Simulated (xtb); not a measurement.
OZn, SMILES [O]=[Zn]. All values are semi-empirical tight-binding results from xtb (GFN2-xTB unless named), good for trends rather than for accurate numbers. Geometry optimised at GFN2-xTB.

Optimised geometry:

Bond lengths (Å): Zn1–O2 1.606.

For metal compounds this method's bond lengths and energies can be far off.

```yaml
point_group_as_xtb_finds_it: C∞v
orbital_gap: 2.42 eV
```

Problem. Give the atomic charges and the Wiberg bond orders between heavy atoms. (An estimate is asked for; the answer gives what the named calculation found.)

Solution. charges (e) Zn1 0.35, O2 -0.35. Bond orders Zn1–O2 1.78.
